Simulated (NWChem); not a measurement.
Everything below was run with NWChem. System: DMF (C3H7NO), charge 0, spin multiplicity 1, at a geometry optimised with B3LYP/def2-SVP. Level: MP2/def2-TZVP, 5 core orbitals frozen.

Job file:

```
start mol
memory heap 200 mb stack 900 mb global 1100 mb
geometry units angstroms nocenter noautoz
  C     -1.745195     0.237552     0.000000
  N     -0.301468     0.175717     0.000000
  C      0.435605     1.423713     0.000000
  C      0.369636    -1.015919     0.000000
  O      1.575199    -1.151060     0.000000
  H     -2.161584    -0.780696     0.000000
  H     -2.126993     0.766156     0.892513
  H     -2.126993     0.766156    -0.892513
  H      1.507351     1.187537     0.000000
  H      0.195495     2.026039    -0.894276
  H      0.195495     2.026039     0.894276
  H     -0.334361    -1.884838     0.000000
  symmetry group Cs
end
basis spherical
  * library def2-tzvp
end
scf
  rhf
  nopen 0
  maxiter 100
  thresh 1e-7
  semidirect memsize 60000000 filesize 0
end
mp2
  freeze core 5
end
task mp2 energy
```

Part of the output:

```
             Northwest Computational Chemistry Package (NWChem) 7.3.0
             --------------------------------------------------------

                                NWChem Input Module
                                -------------------

 Scaling coordinates for geometry "geometry" by  1.889725989
 (inverse scale =  0.529177249)

 Turning off AUTOSYM since
 SYMMETRY directive was detected!

                             Geometry "geometry" -> ""
                             -------------------------

 Output coordinates in angstroms (scale by  1.889725989 to convert to a.u.)

  No.       Tag          Charge          X              Y              Z
 ---- ---------------- ---------- -------------- -------------- --------------
    1 C                    6.0000    -1.74519500     0.23755200     0.00000000
    2 N                    7.0000    -0.30146800     0.17571700     0.00000000
    3 C                    6.0000     0.43560500     1.42371300     0.00000000
    4 C                    6.0000     0.36963600    -1.01591900     0.00000000
    5 O                    8.0000     1.57519900    -1.15106000     0.00000000
    6 H                    1.0000    -2.16158400    -0.78069600     0.00000000
    7 H                    1.0000    -2.12699300     0.76615600     0.89251300
    8 H                    1.0000    -2.12699300     0.76615600    -0.89251300
    9 H                    1.0000     1.50735100     1.18753700     0.00000000
   10 H                    1.0000     0.19549500     2.02603900    -0.89427600
   11 H                    1.0000     0.19549500     2.02603900     0.89427600
   12 H                    1.0000    -0.33436100    -1.88483800     0.00000000

 Effective nuclear repulsion energy (a.u.)     181.2276470633

            Nuclear Dipole moment (a.u.)
            ----------------------------
        X                 Y               Z
 ---------------- ---------------- ----------------
     0.0000037795     0.0000151178     0.0000000000

      Symmetry information
      --------------------

 Group name             Cs
 Group number              2
 Group order               2
[...]
  Active beta occupied  =     15
  Active alpha virtual  =    177
  Active beta virtual   =    177
  Use MO symmetry       = T
  Use skeleton AO sym   = T

  AO/Fock/Back tols     =   1.0D-09  1.0D-09  1.0D-09

 GA uses MA = F    GA memory limited = T

 Available:
  local mem=  1.26D+08
 global mem=  1.44D+08
 local disk=  0.00D+00
  mp2_memr nvloc                   177
  nvloc new                   177
   1 passes of  15:        5242880                     211867                 170622455.
   1 passes of  15: M    126150020           G      144101582           F     120907140.
  mp2_memr nvloc                   177
  nvloc new                   177
   2 passes of   8:        5242880                     149942                  91029591.
   2 passes of   8: M    126150020           G      144101582           F     120907140.

 Semi-direct pass number   1 of   2  for RHF alpha+beta  at       56.3s
  vrange nnbf                 18894
  mp2_eaftype                   347  avail_ma_in_mb                  1099
 EAF : mp2_eaftype filesize         347   45514795.
  mp2_eaf for mointskh                    347
Node 0 wrote    214.0 Mb in      0.2 s     Agg I/O rate:  1251.6 Mb/s
 Done moints_semi at       71.2s
  mp2_eaftype                   347  avail_ma_in_mb                   752
 EAF : mp2_eaftype filesize         347   45514795.
  mp2_eaf for kh                   347
 Done maket at       71.7s
 Semi-direct pass number   2 of   2  for RHF alpha+beta  at       71.7s
  vrange nnbf                 18894
  mp2_eaftype                   347  avail_ma_in_mb                   752
 EAF : mp2_eaftype filesize         347   45514795.
  mp2_eaf for mointskh                    347
Node 0 wrote    187.3 Mb in      0.1 s     Agg I/O rate:  1504.2 Mb/s
 Done moints_semi at       86.1s
  mp2_eaftype                   347  avail_ma_in_mb                   752
 EAF : mp2_eaftype filesize         347   45514795.
  mp2_eaf for kh                   347
 Done maket at       86.6s
 Done multipass loop at       86.6s

          -------------------------------------------
          SCF energy                -247.087048140234
          Correlation energy          -0.932036059932
          Singlet pairs               -0.591770974849
          Triplet pairs               -0.340265085083
          Total MP2 energy          -248.019084200167
          -------------------------------------------

          ---------------------------------------------------
                    Spin Component Scaled (SCS) MP2
          Same spin pairs                     -0.226843390056
          Same spin scaling factor             0.333333333333
          Opposite spin pairs                 -0.705192669877
          Opposite spin scaling fact.          1.200000000000
          SCS-MP2 correlation energy          -0.921845667204
          Total SCS-MP2 energy              -248.008893807438
          ---------------------------------------------------

 -----------------------
 Performance information
 -----------------------

 Timer overhead =  9.65D-08 seconds/call

               Nr. of calls         CPU time (s)                 Wall time (s)                GFlops
             ---------------    -------------------     ------------------------------   -------------------
Name         Min   Avg   Max    Min     Avg     Max     Min     Avg     Max   Mx/calls   Min     Max     Sum
mp2: moin     2     2     2    29.     29.     29.      29.     29.     29.     15.      0.0     0.0     0.0
mp2: make     2     2     2   0.97    0.97    0.97     0.97    0.97    0.97    0.49      0.0     0.0     0.0
mp2: tota     1     1     1    30.     30.     30.      30.     30.     30.     30.      0.0     0.0     0.0

 The average no. of pstat calls per process was 5.00D+00
 with a timing overhead of 4.83D-07s

 Task  times  cpu:       86.6s     wall:       86.6s

 Total times  cpu:       86.6s     wall:       86.6s
```
